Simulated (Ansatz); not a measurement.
A series at Ga: from gallium trichloride, ligands are replaced one by one, each step taking up H₂ and setting free HCl; n counts the steps. Ansatz, PBE0-D4/def2-TZVP geometries.

```csv
n,molecule,"HOMO energy, ωB97M-V/def2-TZVPP (eV)"
0,`[Cl][Ga]([Cl])[Cl]`,-11.73
1,`[Cl][GaH][Cl]`,-11.39
2,`[Cl][GaH2]`,-10.66
3,`[GaH3]`,?
```

Question: By hand: fit a straight line y = ȳ + b (n − n̄) to the 3 given rows and predict n = 3.

Answer: n̄ = 1.000, ȳ = -11.260; Σ(n − n̄)(y − ȳ) = 1.070, Σ(n − n̄)² = 2.000, so b = 0.535 eV a step. Prediction: -11.260 + (0.535) × (2.000) = -10.19 eV.

Question: By hand: compare with the computed value, -10.83 eV, and give the steps along the whole series.

Answer: The line misses by -0.64 eV (computed minus predicted). Steps: 0.34, 0.73, -0.17 eV.

The steps change sign along the series, so a line is a poor guide. The highest orbital can change its character along such a series. The miss is 59.8 % of the series' range.
